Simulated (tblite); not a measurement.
Q: What does the GFN2-xTB structure of `O(/C=C\C(CCF)=[N])C` [radical] look like in three dimensions? (Doublet state.)

A: 
Z-matrix in Å and degrees, rows numbered from 1:
```
C 
O   1  1.4110
C   2  1.3463  1  116.25
C   3  1.3365  2  125.74  1  -179.41
C   4  1.4688  3  128.06  2     0.48
N   5  1.2352  4  122.04  3  -176.97
C   5  1.5217  4  116.18  3     3.16
C   7  1.5201  5  110.97  4   177.35
F   8  1.3750  7  109.51  5   178.45
H   1  1.0882  2  106.22  3  -177.29
H   1  1.0941  2  111.32  3   -58.27
H   1  1.0944  2  111.13  3    63.80
H   3  1.0873  2  115.80  1     0.96
H   4  1.0784  3  117.80  2  -179.18
H   7  1.0913  5  108.75  4    55.88
H   7  1.0917  5  108.49  4   -61.44
H   8  1.0938  7  111.40  5    59.89
H   8  1.0940  7  111.57  5   -63.07
```

Of the pairs four or more bonds apart, O2···C7 is among the closest relative to their van der Waals radii: 2.77 Å, 86 % of the sum of Bondi's values. C3 (carbon bonded to C, O and H) is planar (angles 125.7°, 118.5° and 115.8°, sum 360.0°, 0.00 Å off the plane of its three neighbours). C4 (carbon bonded to 2 C and H) is planar (angles 128.1°, 117.8° and 114.1°, sum 360.0°, 0.00 Å off the plane of its three neighbours). C5 (carbon bonded to 2 C and N) is planar (angles 122.0°, 121.8° and 116.2°, sum 360.0°, 0.00 Å off the plane of its three neighbours).

Computed geometry: GFN2-xTB, gas phase. This method treats the open shell by occupation alone, without spin polarisation.

Point group: near Cs, missed by 0.19 Å at most; the miss may be what the optimiser left on a soft mode. Its GFN2-xTB frequencies are all real (lowest 45 cm⁻¹). Torsions: C1–O2–C3–C4 -179°, C3–C4–C5–N6 -177°, C4–C5–C7–C8 177°, C5–C7–C8–F9 178°. 3 starts were optimised and ended at 0.00, 2.02 and 2.59 kcal/mol (GFN2-xTB); the lowest of these is shown.

One conformer stands for the species.
